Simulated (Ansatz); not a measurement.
A series at Ga: from `[SH][Ga]([SH])[SH]`, ligands are replaced one by one, each step taking up NH₃ and setting free H₂S; n counts the steps. Ansatz, PBE0-D4/def2-TZVP geometries. Each molecule was computed in one conformer, which needn't be the lowest.

```tsv
n	molecule	HOMO energy, ωB97M-V/def2-TZVPP (eV)
0	`[SH][Ga]([SH])[SH]`	-9.84
1	`[NH2][Ga]([SH])[SH]`	-9.65
2	`[NH2][Ga]([NH2])[SH]`	?
3	`[NH2][Ga]([NH2])[NH2]`	-9.16
```

Task: By hand: fit a straight line y = ȳ + b (n − n̄) to the 3 given rows and predict n = 2.

Result: n̄ = 1.333, ȳ = -9.550; Σ(n − n̄)(y − ȳ) = 1.070, Σ(n − n̄)² = 4.667, so b = 0.229 eV a step. Prediction: -9.550 + (0.229) × (0.667) = -9.40 eV.

Task: By hand: compare with the computed value, -9.38 eV, and give the steps along the whole series.

Result: The line misses by 0.02 eV (computed minus predicted). Steps: 0.19, 0.27, 0.22 eV.

The steps differ by up to 0.08 eV without a steady trend. The highest orbital can change its character along such a series. The miss is 2.9 % of the series' range.
